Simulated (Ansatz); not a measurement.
CH4ClO2V, SMILES `[CH3][V](=[O])([OH])[Cl]`. Total charge 0; spin multiplicity 1. Correlated methods include outer-core shells of V, which these sets cover unevenly. Scalar relativity is left out up to krypton.

```xyz
9

C    -0.130    0.545    1.105
V     0.438   -0.488   -0.511
O     1.981   -0.357   -0.504
O    -0.211    0.383   -1.889
Cl   -0.269   -2.508   -0.247
H     0.245    1.567    1.028
H     0.310    0.047    1.973
H    -1.221    0.529    1.161
H    -1.143    0.282   -2.116
```

Q: Give the diagnostics of a CCSD(T)/def2-TZVPP run (frozen core, Ansatz). (An estimate is asked.)

A: Computed: T1 = 0.0315, largest single amplitude 0.065, largest double 0.035, (T) share of the correlation energy 6.3 %, 17 CCSD cycles. The RHF solution is unstable towards an unrestricted one. T1 lies over the customary mark of 0.02 for closed shells; compounds of d metals often pass it without a breakdown.
